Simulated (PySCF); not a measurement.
Species: C6H11N2P.
Cartesian coordinates in Å at the GFN2-xTB level; atoms count from 1:
```xyz
20
C6H11N2P angstrom
C     -2.6675    0.8344    0.4430
C     -1.3700    0.0449    0.5573
C     -0.8762   -0.4149   -0.8119
C      0.4220   -1.2215   -0.7182
N      1.5118   -0.4210   -0.2201
C      2.1786    0.4965   -0.9405
P      3.3800    1.3105   -0.0137
C      2.8428    0.2952    1.3172
N      1.8739   -0.5373    1.0409
H     -3.4456    0.2276   -0.0156
H     -3.0118    1.1480    1.4251
H     -2.5220    1.7222   -0.1688
H     -0.6070    0.6657    1.0306
H     -1.5257   -0.8278    1.1946
H     -0.7153    0.4562   -1.4514
H     -1.6355   -1.0413   -1.2836
H      0.2967   -2.0534   -0.0221
H      0.6928   -1.6119   -1.7037
H      1.9293    0.6343   -1.9774
H      3.2435    0.3044    2.3152
```

Definitions: NICS(0) = −σiso at the ring centroid; NICS(1) = −σiso and NICS(1)zz = −σzz at ±1 Å along the ring normal z. Level: GIAO PBE0/pcSseg-1 (PySCF, non-relativistic, gas phase) on the GFN2-xTB geometry, one conformer.

Ring bond lengths (Å), with Mayer bond orders in brackets: N5–C6 1.344 (1.22), C6–P7 1.722 (1.40), P7–C8 1.758 (1.25), C8–N9 1.307 (1.54), N9–N5 1.317 (1.19).

Question: What do the NICS probes read (ppm)?

Answer: 
```csv
ring,type,NICS(0),"NICS(1), two faces","NICS(1)zz, two faces",rms pucker (Å),"centre to ring atoms, mean (Å)"
N5–C6–P7–C8–N9,5-membered ring with 2 N and P; formal bonds all aromatic,-13.2,-12.6 / -12.9,-31.0 / -32.2,0.00,1.26
```

Question: What can be read from them?

Answer: 
- N5–C6–P7–C8–N9: mean NICS(1)zz -31.6 ppm, shielded.

Question: And the bond-length index? HOMA takes Krygowski's 1993 parameters.

Answer: 
- N5–C6–P7–C8–N9: HOMA 0.88; the largest term is that of P7–C8, α(R − Ropt)² = 0.43.

Question: Give the inner angles of the rings and the Hirshfeld charges of the ring atoms.

Answer: 
- N5–C6–P7–C8–N9: N5 115.9° (+0.058 e), C6 112.4° (-0.077 e), P7 85.5° (+0.006 e), C8 115.7° (-0.082 e), N9 110.5° (-0.122 e); sum 540.0° against 540° for a flat convex ring.

Question: How shielded are the nuclei of the rings and their hydrogens (means over atoms taken as equivalent)?

Answer: 
```json
{"atoms": "N5", "environment": "pyrrole-type nitrogen", "σ isotropic (ppm)": "7.8"}
{"atoms": "C6", "environment": "aromatic CH next to a ring nitrogen", "σ isotropic (ppm)": "25.7"}
{"atoms": "P7", "environment": "phosphorus bonded to 2 C", "σ isotropic (ppm)": "197.0"}
{"atoms": "C8", "environment": "aromatic CH next to a ring nitrogen", "σ isotropic (ppm)": "20.5"}
{"atoms": "N9", "environment": "pyridine-type nitrogen", "σ isotropic (ppm)": "-111.6"}
{"atoms": "H19", "environment": "aromatic hydrogen", "σ isotropic (ppm)": "23.09"}
{"atoms": "H20", "environment": "aromatic hydrogen", "σ isotropic (ppm)": "23.04"}
```

On Arm Neoverse N1, one thread (shared host), this took 68 s and 1.1 GiB of memory at its peak. This is the whole shielding run at PBE0/pcSseg-1, SCF included.
